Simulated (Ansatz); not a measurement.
Pulling on the Ge1–F2 bond in F2Ge (SMILES [F][Ge][F]) (multiplicity 1 held, fragments rigid). Energies count from the point at 1.758 Å.
Geometry at that point (charge 0, multiplicity 1):
```
atom    x (Å)    y (Å)    z (Å)
----  -------  -------  -------
Ge     0.0353  -0.0209   0.4157
F      0.5995   1.1803  -0.7378
F     -0.7249  -1.1061  -0.7402
```

Restricted levels (R-, RO-) in cc, def2 and unpolarised 6-31G sets keep to the state of the molecule at rest. Unrestricted levels (U-) break spin symmetry where that is lower. Left out are points that failed, MP2 points that dive below the minimum, coupled-cluster points behind a jump of the amplitudes or a sharp parting from full CI or MRCI, small-basis points behind a change of solution, and semi-empirical points at long bonds. Curves can end on different states.

Cores are frozen in the correlated methods. Filled d and f shells under p-block atoms count as core.

Programs: Ansatz (Gaussian basis) for Hartree–Fock, density functionals and correlated methods. 

Energies in kcal/mol.

| R (Å) | U-PBE/cc-pVTZ | R-MP2/cc-pVTZ | U-MP2/cc-pVTZ | R-SCS-MP2/cc-pVTZ | U-CCSD/cc-pVTZ | R-CCSD(T)/cc-pVTZ |
|---|---|---|---|---|---|---|
| 1.407 | 73.4 | 70.1 | 70.1 | 69.9 | 68.0 | 69.3 |
| 1.582 | 13.2 | 10.8 | 10.8 | 10.7 | 9.8 | 10.4 |
| 1.758 | 0.0 | 0.0 | 0.0 | 0.0 | 0.0 | 0.0 |
| 1.934 | 5.4 | 8.2 | 8.2 | 8.2 | 9.0 | 8.4 |
| 2.110 | 17.6 | 23.1 | 23.1 | 23.0 | 24.4 | 23.3 |
| 2.374 | 38.8 | 48.1 | 48.1 | 47.8 | 49.7 | 48.0 |
| 2.637 | 58.3 | 71.5 | 71.5 | 71.0 | 72.9 | 70.7 |
| 3.077 | 83.4 | 103.4 | 129.9 | 102.6 | 104.9 | 100.0 |
| 3.517 | 98.8 | 127.3 | 136.6 | 126.3 | 121.2 | 116.4 |
| 4.044 | 108.7 | 148.3 | 138.9 | 147.1 | 127.3 | 90.3 |
| 4.747 | 114.7 | 166.2 | 139.3 | 164.8 | 127.6 | left out |
| 5.627 | 117.6 | 175.7 | 139.4 | 173.7 | 127.8 | left out |

Doubts at one or more of the structures used: a spin-contaminated determinant (U-PBE/cc-pVTZ, U-MP2/cc-pVTZ, U-CCSD/cc-pVTZ); a restricted determinant that unrestricted orbitals would lower (R-MP2/cc-pVTZ, R-SCS-MP2/cc-pVTZ, R-CCSD(T)/cc-pVTZ); T1 above 0.05 (U-CCSD/cc-pVTZ, R-CCSD(T)/cc-pVTZ); other coupled-cluster roots lie near (R-CCSD(T)/cc-pVTZ).

Ansatz is a program for electronic structure.
